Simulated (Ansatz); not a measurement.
Calculated with Ansatz (gas phase, PBE0-D4/def2-TZVP geometries, no zero-point term in ΔE). CCSD(T)/CBS is the MP2 limit (def2-TZVPP, def2-QZVPP) plus CCSD(T) − MP2 in def2-TZVPP, frozen cores. This one scheme is used for every species. DFT in def2-TZVPP. Elements past krypton have def2 core potentials. For Br, Sn outer-core shells are correlated without core-valence functions, which leaves a few kJ/mol of doubt a bond. Scalar relativity is left out up to krypton. Each species was taken in one conformer, which may not be the lowest.

Consider the ligand exchange at the Sn–O bond: `[OH][Sn]([OH])([OH])[OH]` + HBr → `[OH][Sn]([OH])([OH])[Br]` + H₂O.

```csv
level,ΔE (kJ/mol)
revPBE-D4,-76.3
r2SCANh-D4,-78.9
ωB97X-V,-72.7
PBE-QIDH,-79.8
PBE,-75.1
HF/def2-SVP,-81.7
MP2/def2-SVP,-71.8
CCSD/def2-SVP,-70.5
```

(1) What does CCSD(T)/CBS give? (An estimate is asked.)

(2) What do rigid-rotor, harmonic-oscillator terms from PBE0-D4/def2-TZVP frequencies (298.15 K, 1 bar) make of the CCSD(T)/CBS value? (An estimate is asked.)

Largest T1 diagnostic among the species: 0.015.

Results:

(1) The calculation gave: -78.0 kJ/mol. The listed levels differ from it by 1.7, -0.9, 5.3, -1.8, 2.9, -3.7, 6.2, 7.5 kJ/mol.

(2) The calculation gave: ΔZPE = +7.3 kJ/mol, ΔH = -69.3 kJ/mol, ΔS = 14 J/(mol·K), ΔG = -73.5 kJ/mol.

In def2-TZVPP, CCSD(T) changes the Hartree–Fock value by +10.2 kJ/mol (the triples alone add +0.8 kJ/mol) and MP2 by +5.7 kJ/mol. From r2SCAN to r2SCAN0 (25 % exact exchange), in def2-TZVPP and without D4, ΔE moves by −4.4 kJ/mol.
